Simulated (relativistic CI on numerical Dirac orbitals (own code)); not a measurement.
## Pd⁴⁺: resonant inelastic scattering at the L2,3 edge

Computed with this model: Dirac-Coulomb-Breit CI, separate exchange-only KLI orbitals for each configuration, QED by a radiative potential, Kramers-Heisenberg scattering through one core-hole configuration in a parametric crystal field, unscaled Slater integrals; configurations [Kr] 4d6 → [He] 2s2 2p5 3s2 3p6 3d10 4s2 4p6 4d7; 300 K; core-hole width 2.4 eV; summed over polarisations. Incident energies are the highest absorption maxima for each field (at most a few, so the weaker spin-orbit partner edge can be absent), on the computed scale of the free ion. Intensities are in per cent of the strongest line above 0.02 eV; levels within 1 cm⁻¹ are merged; final levels count from the ground level, the first row holds all elastic scattering, lines under 0.4 are left out and each table stops after 24 rows. The scale of the Slater integrals is a model choice and moves the terms in proportion.

Field parameters in Wybourne normalisation: Td as Oh with Dq negative (B⁴₀ = 21Dq, B⁴₄ = √(5/14) B⁴₀). The field is a parameter set, without covalency.

S is read from ⟨S²⟩ = S(S + 1).

Td, 10Dq = -3200 cm⁻¹:

| Final level (eV) | Degeneracy | Irrep | S | 3180.4 eV | 3337.6 eV |
| --- | --- | --- | --- | --- | --- |
| 0.000 | 1 | A1 | 1.99 | 1244.2 | 146.6 |
| 0.017 | 3 | T1 | 1.99 | 111.9 | 2.6 |
| 0.033 | 2 | E | 1.98 | 97.6 | 18.5 |
| 0.075 | 3 | T2 | 1.99 | 69.6 | 20.3 |
| 0.146 | 1 | A2 | 1.99 | 13.5 | 9.9 |
| 0.396 | 3 | T2 | 1.99 | 100.0 | 57.5 |
| 0.508 | 3 | T1 | 1.99 | 72.6 | 52.2 |
| 0.542 | 2 | E | 1.98 | 22.9 | 6.1 |
| 0.642 | 3 | T2 | 1.98 | 32.6 | 7.2 |
| 0.682 | 3 | T1 | 1.98 | 31.4 | 5.6 |
| 0.713 | 1 | A1 | 1.98 | 9.4 | 1.6 |
| 2.478 | 3 | T2 | 0.97 | 9.3 | 10.4 |
| 2.530 | 1 | A1 | 0.98 | 4.6 | 5.1 |
| 2.534 | 2 | E | 1.01 | 11.3 | 8.4 |
| 2.551 | 3 | T1 | 0.99 | 11.6 | 13.4 |
| 2.720 | 3 | T2 | 0.98 | 9.0 | 11.3 |
| 2.755 | 3 | T1 | 0.99 | 3.6 | 5.2 |
| 2.779 | 3 | T2 | 1.00 | 11.5 | 20.6 |
| 2.802 | 2 | E | 0.99 | 4.9 | 5.7 |
| 2.843 | 2 | E | 0.95 | 7.3 | 12.3 |
| 2.864 | 1 | A2 | 0.98 | 3.0 | 5.1 |
| 2.907 | 3 | T2 | 0.99 | 9.5 | 13.8 |
| 2.975 | 3 | T1 | 1.00 | 13.7 | 22.2 |
| 2.994 | 3 | T1 | 0.97 | 2.5 | 3.9 |

Td, 10Dq = -7250 cm⁻¹:

| Final level (eV) | Degeneracy | Irrep | S | 3180.5 eV | 3337.8 eV |
| --- | --- | --- | --- | --- | --- |
| 0.000 | 1 | A1 | 1.98 | 1282.8 | 157.2 |
| 0.017 | 3 | T1 | 1.98 | 92.2 | 5.2 |
| 0.032 | 2 | E | 1.98 | 85.0 | 17.3 |
| 0.066 | 3 | T2 | 1.99 | 68.4 | 22.7 |
| 0.104 | 1 | A2 | 1.99 | 15.8 | 7.8 |
| 0.817 | 3 | T2 | 1.98 | 100.0 | 52.3 |
| 0.946 | 3 | T1 | 1.99 | 71.2 | 44.9 |
| 0.951 | 2 | E | 1.98 | 34.0 | 10.2 |
| 1.091 | 3 | T2 | 1.98 | 65.5 | 10.2 |
| 1.108 | 3 | T1 | 1.98 | 66.9 | 11.2 |
| 1.123 | 1 | A1 | 1.98 | 22.0 | 3.3 |
| 2.063 | 3 | T2 | 0.99 | 14.0 | 12.4 |
| 2.105 | 2 | E | 1.01 | 13.8 | 7.5 |
| 2.214 | 1 | A1 | 1.00 | 7.7 | 5.6 |
| 2.215 | 3 | T1 | 1.01 | 17.7 | 15.2 |
| 2.705 | 3 | T2 | 0.94 | 15.2 | 15.8 |
| 2.758 | 3 | T1 | 0.99 | 5.6 | 7.2 |
| 2.781 | 3 | T2 | 0.99 | 9.5 | 17.9 |
| 2.819 | 2 | E | 1.00 | 6.7 | 8.1 |
| 2.899 | 2 | E | 0.91 | 7.4 | 9.6 |
| 2.916 | 1 | A2 | 0.99 | 3.2 | 3.6 |
| 2.953 | 3 | T2 | 0.99 | 11.1 | 13.5 |
| 3.078 | 3 | T1 | 1.01 | 13.3 | 19.1 |
| 3.165 | 3 | T1 | 1.00 | 6.0 | 6.0 |

For the first field the strongest loss at the lowest incident energy is the level at 0.40 eV (S = 1.99, against 1.99 in the thermal ground state). Levels of other spin, the first over 8 % at 2.48 eV, appear because spin-orbit coupling of the core hole, and in heavier ions of the valence shell too, mixes spins.
